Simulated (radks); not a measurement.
Excited configurations of the bismuth ion Bi3+: one electron is placed in a higher orbital outside [Xe] 4f14 5d10 6s1. The ground configuration is [Hg]. Calculated with a radial shooting solver on a logarithmic mesh with Libxc functionals: scalar-relativistic Kohn-Sham, r2SCAN, spin-polarised, spherical densities, finite nucleus; open shells are filled with parallel spins first (spin-orbit coupling, left out, can overturn this in heavy ions); meta-GGA in the generalised Kohn-Sham scheme; Fermi nuclear charge, rms radius 5.5211 fm. Excitation = E - E(ground); binding = E(ion) - E, where the ion is the core of charge +4; n* = 4/sqrt(2 binding) in atomic units, and the quantum defect is n - n*.

| outer orbital | excitation (eV) | binding (eV) | n* | quantum defect | eigenvalue (eV) | <r> (bohr) |
|---|---|---|---|---|---|---|
| 5f | 29.162 | 15.644 | 3.730 | 1.270 | -12.696 | 3.396 |
| 6p | 11.408 | 33.398 | 2.553 | 3.447 | -29.422 | 2.421 |
| 6d | 24.900 | 19.906 | 3.307 | 2.693 | -17.252 | 3.498 |
| 6f | 34.528 | 10.279 | 4.602 | 1.398 | -8.832 | 6.383 |
| 7s | 24.283 | 20.524 | 3.257 | 3.743 | -18.530 | 4.130 |
| 7p | 28.240 | 16.567 | 3.625 | 3.375 | -14.888 | 4.879 |
| 7f | 37.731 | 7.076 | 5.547 | 1.453 | -6.225 | 10.13 |

The Delta-SCF ionisation energy is 44.807 eV (NIST Atomic Spectra Database: 45.4 eV, measured). Self-interaction in the functional shifts the binding energies and quantum defects, so they are the method's values and not measured ones.
